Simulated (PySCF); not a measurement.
GeH5Si, SMILES [SiH3][GeH2] (connectivity only; charge and spin as stated), charge +1, multiplicity 1.

Geometry optimised at PBE0-D3(BJ)/def2-TZVP. The spin state was assumed, not searched. The isomer is the one that the SMILES or the coordinates give; other isomers of the formula were not compared.

All values below come from TDA-CAM-B3LYP/def2-SVPD (PySCF).

Vertical excitations. Isolated molecule, no solvent. State labels are in the subgroup Cs.

```
state  symmetry  energy (eV)  λ (nm)      f                            main pairs
-----  --------  -----------  ------  -----  ------------------------------------
S1           A'         3.78     328  0.005                        HOMO→LUMO 98 %
S2           A"         4.87     254  0.001    HOMO−1→LUMO 62 %, HOMO−3→LUMO 37 %
S3           A"         5.75     216  0.002    HOMO−3→LUMO 62 %, HOMO−1→LUMO 37 %
S4           A'         5.81     213  0.045                      HOMO−2→LUMO 96 %
S5           A'         8.24     151  0.566                      HOMO→LUMO+1 80 %
S6           A"         8.32     149  0.039  HOMO→LUMO+2 64 %, HOMO−1→LUMO+1 21 %
S7           A"         8.55     145  0.002  HOMO−1→LUMO+1 69 %, HOMO→LUMO+2 24 %
S8           A'         8.63     144  0.069                    HOMO−2→LUMO+1 89 %
S9           A'         9.17     135  0.038                      HOMO→LUMO+3 97 %
S10          A'         9.25     134  0.025                      HOMO→LUMO+4 80 %
T1           A'         3.00     413      0                        HOMO→LUMO 98 %
T2           A"         4.33     287      0    HOMO−3→LUMO 54 %, HOMO−1→LUMO 44 %
T3           A'         5.24     237      0                      HOMO−2→LUMO 98 %
T4           A"         5.53     224      0    HOMO−1→LUMO 54 %, HOMO−3→LUMO 44 %
```
Triplets are in the Tamm–Dancoff approximation.
